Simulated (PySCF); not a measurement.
**Substituent effects on chemical shifts**

Parent skeleton `[CH2:1]=[N:2][SiH2:3][C:4](=[CH2:5])[O:6][CH3:7]`; one hydrogen on atom 1 is replaced by X. Hydrogens on one atom are averaged.

- coordinates at the GFN2-xTB level
- shielding tensors at PBE0/pcSseg-1 (GIAO)
- run in PySCF
- no solvent model, one computed conformer, non-relativistic, fast rotation and ring inversion assumed for equivalent nuclei

Scale: $^{13}$C (σref 186.93) and $^{29}$Si (σref 349.16) and $^{1}$H (σref 31.72) vs TMS; $^{15}$N (σref 267.73) vs NH3; $^{17}$O (σref 336.08) vs H2O (reference shieldings calculated alike).

Parent (X = H): C1 170.4, N2 424.7, Si3 -39.9, C4 172.6, C5 100.4, O6 129.7, C7 55.6, H(C1) 8.68, H(Si3) 5.20 ppm. Effects are Δδ = δ(X) − δ(H), positive for deshielding.

**Question.** Give Δδ (ppm) for X = vinyl, N=CH2, CH2CN, COOH, CHO, CH2OH.

**Answer.** 
| X | SMILES | C1 | N2 | Si3 | C4 | C5 | O6 | C7 | H(C1) | H(Si3) |
| --- | --- | --- | --- | --- | --- | --- | --- | --- | --- | --- |
| vinyl | C=C/C=N/[SiH2]C(=C)OC | +8.1 | -29.1 | -11.0 | -1.1 | -1.2 | -6.0 | +0.1 | +0.17 | -0.03 |
| N=CH2 | C=N/C=N\[SiH2]C(=C)OC | -6.3 | -146.0 | -22.6 | +0.8 | -2.2 | -5.0 | +0.2 | +0.25 | -0.23 |
| CH2CN | C=C(OC)[SiH2]/N=C/CC#N | -1.4 | -32.0 | -5.5 | -2.1 | -0.8 | -5.5 | +0.3 | -0.17 | -0.02 |
| COOH | C=C(OC)[SiH2]/N=C\C(=O)O | -5.1 | +20.0 | -8.2 | -3.5 | -1.9 | -5.2 | +0.0 | +0.00 | +0.60 |
| CHO | C=C(OC)[SiH2]/N=C/C=O | +5.3 | +19.9 | -1.6 | -2.1 | -0.6 | -6.2 | +0.3 | -0.36 | +0.18 |
| CH2OH | C=C(OC)[SiH2]/N=C\CO | +15.5 | -58.3 | -13.1 | +7.0 | -6.4 | +4.8 | +0.6 | +0.22 | +0.36 |

**Question.** Which position responds most, and to which substituents?

**Answer.** N2: from -146.0 ppm with N=CH2 to +20.0 ppm with COOH.

Experimental scales use liquid or dissolved standards, which lie at an offset from isolated NH3 (liquid NH3: subtract about 20 ppm) and H2O (liquid H2O: subtract about 36 ppm). Unscaled 15N shifts of sp2 nitrogen come out 20 to 40 ppm too high even then.
